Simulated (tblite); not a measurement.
Compound: C4H7ClF4Si.
Z-matrix (Å and degrees, GFN2-xTB geometry), rows numbered from 1:
```
F 
C   1  1.3651
Cl  2  1.7830  1  108.11
Si  2  1.9329  1  110.94  3   119.77
C   4  1.9057  2  104.70  1   -58.94
C   5  1.5261  4  113.91  2  -162.41
C   6  1.5108  5  111.67  4   -53.47
F   7  1.3471  6  112.29  5    71.08
F   7  1.3391  6  113.01  5   -48.97
F   7  1.3413  6  112.29  5  -169.54
H   2  1.0920  1  106.56  3  -114.38
H   4  1.4612  2  105.98  1    60.42
H   4  1.4614  2  105.43  1  -177.92
H   5  1.0907  4  110.04  2   -41.22
H   5  1.0922  4  109.16  2    75.43
H   6  1.0911  5  111.08  4    65.86
H   6  1.0928  5  111.13  4  -173.19
```

All values are computed: GFN2-xTB (tblite) harmonic vibrations without scaling, gas phase. The method is semi-empirical: single wavenumbers can be off by several per cent or more. Modes of hydrogen on silicon can be 10 to 20 % off. One conformer, not necessarily the lowest.

Harmonic wavenumbers (cm⁻¹): 32.0, 34.0, 61.6, 78.7, 94.5, 166.6, 181.1, 224.2, 304.8, 338.1, 374.0, 414.3, 462.8, 479.3, 503.8, 577.0, 591.3, 617.1, 695.1, 721.9, 738.8, 761.0, 762.8, 827.7, 911.6, 1024.1, 1029.9, 1050.4, 1072.9, 1149.1, 1158.9, 1191.2, 1202.0, 1261.5, 1289.2, 1326.5, 1446.6, 1455.1, 2300.4, 2301.7, 2941.3, 2977.0, 2981.7, 2995.5, 3003.2.

A = 2221, B = 400.6, C = 386.8 MHz; mass 193.994 u (most abundant isotopes); point group C1, symmetry number 1.

Problem. What is the zero-point energy?

Solution. ½Σν̃ = 23056 cm⁻¹ = 65.92 kcal/mol.

Problem. Give the ideal-gas entropy at 298.15 K and 1 bar in the rigid-rotor, harmonic-oscillator model (classical rotation).

Solution. Translation 41.72, rotation 31.21, vibration 40.24: S = 113.2 cal/(mol K).

Problem. And Cp and H(298.15 K) − H(0)?

Solution. Cp = 44.35 cal/(mol K), of which vibrations give 36.40 (their classical limit is 45 R = 89.4); H(298.15 K) − H(0) = 8.20 kcal/mol without the zero-point energy, 5.83 from vibrations.

Problem. Blend soft modes into free rotors: weight 1/[1 + (100 cm⁻¹/ν̃)⁴] for the oscillator and the rest for a rotor with moment μB/(μ + B), μ = h/(8π²ν), B = 10⁻⁴⁴ kg m². What vibrational entropy results?

Solution. 35.02 cal/(mol K) in place of 40.24, which changes −T·S at 298.15 K by +1.56 kcal/mol.

Problem. What must be added to the electronic energy to get the Gibbs energy at 298.15 K and 1 bar?

Solution. ZPE + [H(298.15 K) − H(0)] − T·S = 65.92 + 8.20 − 33.74 = 40.38 kcal/mol.

Hindered rotation and anharmonicity are outside this model. Other conformers, if any are populated, would add a mixing term that is left out. The structure is chiral; the term R ln 2 for an equal mix with its mirror image is left out.
